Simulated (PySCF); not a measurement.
C₈H₈N (charge +1).
SMILES: `C#Cc1ccc([NH3+])cc1`

Vertical excitations from PySCF (density fitting, frozen core in the response, grid level 2 and gas phase unless stated; continuum runs use non-equilibrium linear response for the excitations) on a GFN2-xTB geometry. Reference run:

```json
{"settings": "PBE0/def2-SVPD, full TDDFT, 6 singlets", "S1, eV (f)": "4.67 (0.000)", "S2, eV (f)": "4.82 (0.126)", "S3, eV (f)": "4.92 (0.220)", "S4, eV (f)": "5.27 (0.000)", "S5, eV (f)": "5.52 (0.000)", "S6, eV (f)": "5.95 (0.124)", "T1, eV (Tamm–Dancoff)": "3.34", "mean α (au)": "98.2"}
```

Question: What do these settings give: PBE0/def2-SVPD, TDA, 25 singlets?

Answer: 
```csv
settings,"S1, eV (f)","S2, eV (f)","S3, eV (f)","S4, eV (f)","S5, eV (f)","S6, eV (f)","T1, eV (Tamm–Dancoff)",mean α (au)
"PBE0/def2-SVPD, TDA, 25 singlets",4.68 (0.000),4.88 (0.028),5.09 (0.391),5.27 (0.000),5.53 (0.000),6.12 (0.081),–,98.2
```

S1 moves by +0.01 eV; the lowest Tamm–Dancoff root can't lie below the lowest full-response root of a stable reference. States are counted by energy in each run and needn't keep their character from row to row.

Question: Which orbital pairs make up S1 in each run, and how does it sit against the orbital gap?

Answer: 
```csv
settings,S1 configurations (weight),S1 (eV),orbital gap (eV),S1 − gap (eV)
"PBE0/def2-SVPD, full TDDFT, 6 singlets",H−1→L 0.96,4.67,5.43,-0.76
"PBE0/def2-SVPD, TDA, 25 singlets",H−1→L 0.96,4.68,5.43,-0.75
```

